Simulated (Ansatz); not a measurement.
Reaction: H5BSiO (SMILES BO[SiH3]) → BH2 (SMILES [BH2], doublet) + H3SiO (SMILES [O][SiH3], doublet) (the B-O bond breaks)
Each species at its own B3LYP-D3(BJ)/def2-TZVP minimum (Ansatz, a program for electronic structure).

Wanted: bond dissociation energy (electronic), in kJ/mol. UHF or UKS for unpaired electrons; spin-orbit terms are left out. CBS(X,Y): correlation extrapolated as X^-3, Hartree-Fock from the larger set. A bracket is a step between two methods taken in the basis named. The functionals are non-relativistic, so their misses hold any scalar relativity. Double hybrids freeze cores in their MP2 part. '+ core + X2C': CCSD(T) terms for core correlation (cc-pwCVTZ, 1s frozen past Ne) and scalar relativity (cc-pVTZ-DK).

CCSD(T)/CBS(cc-pV(T+d)Z,cc-pV(Q+d)Z) + [CCSDT(Q) - CCSD(T)]/cc-pV(D+d)Z + core + X2C (Ansatz) gives 664.3 kJ/mol.

Task: What does PBE/def2-TZVPD (Ansatz) give here, and how do the other levels compare?

Result: PBE gives 632.7 kJ/mol, 31.6 kJ/mol below it. Differences of the others: r2SCAN/def2-TZVPD (Ansatz) -40.0; wB97M-V/def2-TZVPD (Ansatz) -5.3; B2PLYP/def2-TZVPD (Ansatz) -17.0; CCSD(T)/CBS(cc-pV(T+d)Z,cc-pV(Q+d)Z) + core + X2C (Ansatz) 0.4 kJ/mol. Nearer than PBE: wB97M-V/def2-TZVPD, B2PLYP/def2-TZVPD, CCSD(T)/CBS(cc-pV(T+d)Z,cc-pV(Q+d)Z) + core + X2C.
